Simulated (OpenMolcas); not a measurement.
## 3d4 ions of rising charge with 6 fluoride ligands in octahedral coordination

```yaml
Program: OpenMolcas
Method: SS-CASPT2, IPEA 0.25 Eh, imaginary shift 0.1 Eh
Spin-orbit_coupling: state interaction with AMFI integrals over the reference wave functions
```

The d shell is active; CASPT2 correlates the ligand valence shells and the outer metal core. Anionic complexes are neutralised by point charges behind the ligands. Distances were set from a Shannon-type radius of the metal (high-spin where two are listed) plus a fixed donor radius (F 1.31 Å). Ligand basis ANO-RCC-VDZP, DKH2 Hamiltonian. States (labels of O, the rotations of Oh). Energies in cm-1 above the lowest state or level, χT in cm3 K/mol; under a threefold ground state the first gap can be a small split of the lowest multiplet, not the spin-orbit step. Spin-only χT is S(S+1) / 2 for the spin of the ground state.

| Ion | Shell | R (Å) | Metal basis | Outer charge (e at Å behind ligand) | Ground state | First state of that spin | First gap with spin-orbit (degeneracies) | χT at 300 K | First state of another spin | Spin-only χT |
| --- | --- | --- | --- | --- | --- | --- | --- | --- | --- | --- |
| Cr2+ | 3d4 | 2.11 | ANO-RCC-VDZP | 0.67 at 2.6 | 5E | 5T2 8140 | 6 (1, 3) | 2.953 | 3T1 12340 | 3.000 |
| Mn3+ | 3d4 | 1.96 | ANO-RCC-VTZP | 0.5 at 2.8 | 5E | 5T2 13280 | 12 (1, 3) | 2.947 | 3T1 9380 | 3.000 |
| Fe4+ | 3d4 | 1.9 | ANO-RCC-VTZP | 0.33 at 2.8 | 3T1 | 3E 14590 | 270 (1, 3) | 1.713 | 5E 3080 | 1.000 |

The rows also differ in their metal basis and outer charges, so part of each step comes from that.

Below the highest spin of the shell: Fe4+. χT departs most from the spin-only value for Fe4+, by +0.713 cm3 K/mol.

Roots that are degenerate in the reference are averaged as groups; the widest CASPT2 spread within a group is 1500 cm-1 (the 2-fold group of multiplicity 1 near 45700 cm-1 above the lowest state of its run, Fe4+). Shifts and gaps below about the spread of the groups concerned are not significant. Over all roots computed the reference weight is 0.70 to 0.72 in Cr2+, 0.69 to 0.72 in Mn3+, 0.59 to 0.66 in Fe4+; the roots of lowest weight are the least certain, and an intruder state may touch them. Ligand-to-metal charge-transfer states are missing. With no ligand orbital active B as a rule stays too high, so bands that hang on it stand too high and its fall with covalency is understated. An orbital doublet at a regular site is open to a Jahn-Teller distortion, which this geometry leaves out (holds for Cr2+; Mn3+). These CASPT2 states fit no ligand-field parameters well, so their order and spin gaps are uncertain (holds for Cr2+; Mn3+). With one d shell and no ligand orbital active, 10Dq can be off by tens of per cent for divalent 3d ions, low with halides held by bare charges and at times high in hosts (holds for Cr2+). Free-ion shares, where given, are those of the reference states; single-state CASPT2 does not remix them (holds for Cr2+; Mn3+). This shell can be high or low spin here, a state of another spin lies low, and with metal d orbitals alone active their balance is uncertain, so the ground spin may be wrong (holds for Mn3+). With one d shell and no ligand orbital active, 10Dq can be off by a tenth or more (holds for Mn3+; Fe4+). An orbital triplet at a regular site is open to Jahn-Teller coupling, which can distort the site and quench the lowest spin-orbit gaps and is left out (holds for Fe4+). This shell can be high or low spin here, a state of another spin lies low, and with metal d orbitals alone active their balance is uncertain, so the ground spin may be wrong, although the usual error favours high spin (holds for Fe4+). The least metal-like active orbital is 78 % on the metal (Löwdin) and no ligand orbital is active, so the numbers are rough (holds for Fe4+). No measured value stands beside these numbers; the geometry was imposed, not optimised, and the real ion may take another.
